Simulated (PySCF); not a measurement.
Problem. What does the PBE0-D3(BJ)/def2-SVP structure of Sn(OH)Me3 (`[CH3][Sn]([CH3])([CH3])[OH]`) look like in three dimensions?

Solution. 
Z-matrix in Å and degrees, rows numbered from 1:
```
Sn
O   1  2.0025
H   2  0.9628  1  112.68
C   1  2.1521  2  108.35  3   -58.86
H   4  1.1000  1  110.09  2  -170.09
H   4  1.0995  1  110.88  2    69.65
H   4  1.0995  1  109.57  2   -50.60
C   1  2.1394  2  102.54  3  -178.01
H   8  1.0996  1  110.52  2  -174.40
H   8  1.0990  1  109.82  2    65.37
H   8  1.0989  1  109.68  2   -54.22
C   1  2.1517  2  108.82  3    62.74
H  12  1.0992  1  109.87  2    53.37
H  12  1.0995  1  110.82  2   -67.09
H  12  1.1002  1  109.84  2   172.94
```

Sn1 (tin bonded to 3 C and O) is distorted tetrahedral (angles from 102.5° to 112.5°).

Method used: PySCF 2.14.0, PBE0-D3(BJ)/def2-SVP geometry optimisation, gas phase, def2 core potentials past Kr.

Point group: near Cs, missed by 0.20 Å at most; the miss may be what the optimiser left on a soft mode. No frequency check.

On one thread of an Arm Neoverse V1, shared host with 32 logical CPUs at a one-minute load of 27, this took 69 s of wall time and 0.49 GiB of memory at its peak. This is the geometry optimisation.
